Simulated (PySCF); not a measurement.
Results of a calculation; reference values are marked as such.
Si2PH6O(-)

Si2PH6O(-) is a small molecule (built as: end group O-), charge -1, singlet. The structure, one conformer, was relaxed in the gas phase by PBE0-D3(BJ)/def2-SVP. No frequency run checks that it is a minimum.

SMILES: [O-]P([SiH3])[SiH3]

Coordinates in Å:
```
Si1     0.708    0.916    1.106
P2     -1.398    0.680    0.154
Si3    -0.447   -0.803   -1.361
O4     -2.257   -0.153    1.133
H5      1.439   -0.308    1.612
H6      0.590    1.773    2.346
H7      1.706    1.656    0.238
H8     -1.542   -1.407   -2.211
H9      0.290   -2.021   -0.847
H10     0.487   -0.157   -2.364
```

Shieldings: GIAO PBE0/aug-pcSseg-2.  Core levels by delta-SCF with SCAN, aug-pcX-2 on the ionised atom and aug-pcseg-1 elsewhere, spin-free X2C (2p3/2 is the spin-free 2p value less a third of a first-order spin-orbit splitting); from the vacuum level, for chosen atoms.

Question: Give the shieldings and core levels atom by atom.

Answer: 
```csv
atoms,bonded to,σ (ppm),δ (ppm),core level (eV)
Si1 Si3,1 P + 3 H,431.4,-,2p3/2 101.79
P2,1 O + 2 Si,300.5,-,2p3/2 131.42
O4,1 P,380.1,-,1s 530.40
H5 H6 H7,1 Si,27.29,-,-
H8 H9 H10,1 Si,27.29,-,-
```

Values are those of this one static structure, with the three H of a rotating XH3 group averaged; atoms that internal rotation interchanges would show their mean in an NMR spectrum.

Question: By CAM-B3LYP/def2-SVPD (TDDFT singlets, Tamm-Dancoff triplets, ionisation by delta-SCF), where does absorption start, and what does vertical ionisation take?

Answer: The lowest singlet lies at 3.95 eV (f 0.001), the strongest of the first 6 at 4.39 eV (f 0.105), the lowest triplet at 3.53 eV; vertical ionisation takes 2.82 eV.

Excited states of gas-phase anions may lie above the detachment limit and hang on the basis.
